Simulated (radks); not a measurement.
Valence configurations of the chlorine ion Cl2+ (all share [Ne]). Calculated with a radial shooting solver on a logarithmic mesh with Libxc functionals: non-relativistic Kohn-Sham, PBE, spin-polarised, spherical densities, point nucleus; open shells are filled with parallel spins first. Energies are relative to 3s2 3p3; eigenvalues in eV for spin up.

| valence | E (eV) | moment (Bohr magnetons) | e(3p) | e(3s) |
|---|---|---|---|---|
| 3s2 3p3 | 0.000 | 3 | -33.095 | -46.207 |
| 3s1.5 3p3.5 | 6.463 | 3 | -33.390 | -46.549 |
| 3s1 3p4 | 12.926 | 3 | -33.684 | -46.888 |
| 3s0.5 3p4.5 | 21.159 | 2 | -33.542 | -46.733 |
| 3p5 | 28.709 | 1 | -33.295 | - |

NIST lists [Ne] 3s2 3p3 as the ground configuration; this level of theory agrees among the configurations tried. The energies are those of spherical high-spin densities, not of single terms.
